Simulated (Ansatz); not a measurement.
Reactions of `F[SiH]1C[NH][GeH2]1`.

Computed with Ansatz on PBE0-D4/def2-TZVP structures; ΔE is electronic, products minus reactants. CCSD(T)/CBS adds triple-zeta CCSD(T) − MP2 to the extrapolated MP2 energy (def2 sets, frozen cores). This one scheme is used for every species, atoms too. Functionals use def2-TZVPP. No spin–orbit coupling; open shells (•) take unrestricted orbitals. Spin–orbit coupling would lower the free atoms: a little for C, F, Si; clearly for Ge. Bonds to Ge are less sure, by a few kJ/mol each and by 10 to 20 or more in all where they break to atoms, as the def2 sets lack core-valence functions. Scalar relativity is left out up to krypton. One conformer a species, not always the lowest.

| reaction | CCSD(T)/CBS(def2) (eV) |
| --- | --- |
| `F[SiH]1C[NH][GeH2]1` + H₂ → `C1[NH][GeH2][SiH2]1` + H–F | 1.12 |
| `F[SiH]1C[NH][GeH2]1` → `N[Si@H]1[GeH2][C@@H]1F` | 2.11 |
| `F[SiH]1C[NH][GeH2]1` → `F[SiH]1C[N]1[GeH3]` | 0.23 |
| `F[SiH]1C[NH][GeH2]1` → `N[C]1(F)[SiH2][GeH2]1` | 2.98 |
| `F[SiH]1C[NH][GeH2]1` → C• + F• + Ge• + 6 H• + N• + Si• | ? |

Problem. Fill in the missing values. (Best estimate.)

Solution. Ansatz gave: `F[SiH]1C[NH][GeH2]1` → C• + F• + Ge• + 6 H• + N• + Si•: +39.05 eV.

Largest T1 diagnostic: 0.013, for `N[C]1(F)[SiH2][GeH2]1`.
